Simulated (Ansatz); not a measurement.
```yaml
crystal:
  periodic: [false, false, false]
  atoms:
    - {symbol: B, position_ang: [1.051836, 0.197623, -1.210843]}
    - {symbol: C, position_ang: [0.618798, 0.388618, -0.172380]}
    - {symbol: C, position_ang: [-0.131105, -0.022071, 0.171893]}
    - {symbol: C, position_ang: [-0.012867, -0.926842, 0.182241]}
    - {symbol: C, position_ang: [-0.859898, 0.189647, -0.341739]}
    - {symbol: C, position_ang: [-0.271509, 0.276088, 1.198722]}
    - {symbol: H, position_ang: [0.563296, -0.264554, -1.718699]}
    - {symbol: H, position_ang: [1.737440, 0.614085, -1.291271]}
    - {symbol: H, position_ang: [0.647809, 1.221155, -0.137635]}
    - {symbol: H, position_ang: [1.138570, 0.277339, 0.259367]}
    - {symbol: H, position_ang: [0.086585, -1.354052, -0.422409]}
    - {symbol: H, position_ang: [-0.540411, -1.228617, 0.501058]}
    - {symbol: H, position_ang: [0.503995, -1.092591, 0.643479]}
    - {symbol: H, position_ang: [-0.781630, -0.017976, -1.119753]}
    - {symbol: H, position_ang: [-1.402243, -0.108408, -0.104028]}
    - {symbol: H, position_ang: [-0.961036, 0.838205, -0.354261]}
    - {symbol: H, position_ang: [-0.359038, 0.926449, 1.040712]}
    - {symbol: H, position_ang: [-0.937620, -0.004509, 1.290483]}
    - {symbol: H, position_ang: [0.241076, 0.157176, 1.412295]}
basis:
  gaussian: {orbitals: def2-TZVPP}
hamiltonian: {xc: {name: CAM-B3LYP}}
```

```sh
$ ansatz run in.yaml --threads 4 --pin off --events-out ev --progress --plain --max-ram 11315MiB
```

Shortened log:

```
Functional definition: CAM-B3LYP
1836 factors; their error is unknown
486 factors; integrals over basis functions are off by at most 4.5e-6 eV
mean field evaluation 1: about -5839.5776 eV, gradient 2.3e2 eV
mean field evaluation 2: about -5420.8368 eV, gradient 4.6e2 eV
mean field evaluation 4: about -5917.6304 eV, gradient 1.1e1 eV
mean field evaluation 8: about -5917.8390 eV, gradient 5.2e-1 eV
mean field evaluation 16: about -5917.8491 eV, gradient 2.1e-4 eV
mean field -5917.84908406 eV, -217.4769425772 hartree, gradient 4.1e-5 eV, S^2 0.000000; 0 other end points of the search recorded, 0 dependent functions left out
reference -5917.84920901 eV, -217.4769471688 hartree; 24, 24 occupied and 344, 344 virtual orbitals, 1836 factors
Total energy: -5917.84920901 eV, -217.4769471688 hartree
```

Question: Something in this input is off. What?

Answer: The geometry is squeezed to about two thirds of its size. Self-consistency was reached. The result belongs to that input, not to the molecule as meant.
